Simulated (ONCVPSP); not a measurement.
Ho ONCV: all-electron and pseudo phase curves

- Element: holmium (Ho)
- Generator: ONCVPSP 4.0.1
- Type: optimised norm-conserving Vanderbilt (ONCV)
- Functional: PBE
- Relativity: scalar-relativistic
- Frozen core: [Kr] 4d10
- Valence charge: 21
- Reference configuration: 4f11 5s2 5p6 6s1.5 6p0.5
- Partial waves: 5s+6s: rc 2.30 bohr, ncon 4, nbas 7, qcut 5.5 1/bohr, 3 projectors, debl 1.4 Ha; 5p+6p: rc 2.65 bohr, ncon 4, nbas 7, qcut 5.8 1/bohr, 2 projectors; d scattering state at 0.04 Ha: rc 2.55 bohr, ncon 3, nbas 7, qcut 3.7 1/bohr, 3 projectors, debl 1.2 Ha; 4f: rc 1.15 bohr, ncon 3, nbas 7, qcut 18.1 1/bohr, local
- Local potential: the f channel
- Core correction: polynomial model core, fcfact 0.6

In the d channel the program set the typed energies aside and used 0.050, 1.250, 2.450 Ha.

The phase is arctan(r·R′/R) of the radial function R(r), unwrapped; energies in Ha, scanned from -3 to 5 Ha. A pole is an energy at which the radial function vanishes at the test radius. The pseudo phase is shifted by a multiple of π to meet the all-electron one at the reference energy, and phase errors are pseudo minus all-electron; the curves can meet again beyond the range given. Levels narrower than the energy grid can be missing from the lists of poles.

Problem. For each channel, where are the poles, and over which energies does the pseudopotential scatter like the atom?

Solution.

| channel | radius (bohr) | reference energy (Ha) | poles, all-electron | poles, pseudo | unbroken range about the reference energy with phases within 0.05 rad | phase error 1 Ha above the reference energy (rad) |
| --- | --- | --- | --- | --- | --- | --- |
| s | 2.33 | -0.16 | -1.76, 2.86 | -1.76, 2.86 | the whole range | +0.000 |
| p | 2.69 | -0.05 | -0.86, 2.40 | -0.86, 2.36 | below 3.5 | -0.001 |
| d | 2.58 | 0.05 | 0.56, 4.19 | 0.56, 4.18 | the whole range | +0.000 |
| f | 1.16 | -0.14 | 0.82 | 0.93 | -0.8 to 1.5 | +0.025 |

Note: ghosts flagged at negative energy: s at -437.7 eV, p at -205.3 eV, d at -82.5 eV; GHOST(+) flagged for s at 278.9 eV. A true bound ghost makes a file unfit for plane-wave use.

Phases in the d channel:

```
E (Ha)  all-electron  pseudo
 -2.98         1.377   1.391
 -2.76         1.368   1.371
 -2.54         1.357   1.358
 -2.32         1.343   1.344
 -2.10         1.328   1.328
 -1.88         1.308   1.309
 -1.66         1.284   1.284
 -1.44         1.252   1.252
 -1.22         1.207   1.208
 -1.00         1.141   1.141
 -0.78         1.029   1.029
 -0.56         0.802   0.802
 -0.34         0.224   0.223
 -0.12        -0.743  -0.744
  0.10        -1.236  -1.236
  0.32        -1.443  -1.443
  0.54        -1.561  -1.561
  0.76        -1.649  -1.649
  0.98        -1.732  -1.732
  1.20        -1.832  -1.832
  1.42        -1.984  -1.984
  1.64        -2.289  -2.289
  1.86        -3.018  -3.018
  2.08        -3.865  -3.865
  2.30        -4.239  -4.239
  2.52        -4.405  -4.405
  2.74        -4.497  -4.497
  2.96        -4.556  -4.556
  3.18        -4.598  -4.598
  3.40        -4.631  -4.631
  3.62        -4.657  -4.657
  3.84        -4.680  -4.681
  4.06        -4.701  -4.701
  4.28        -4.721  -4.721
  4.50        -4.740  -4.740
  4.72        -4.760  -4.761
  4.94        -4.781  -4.783
```
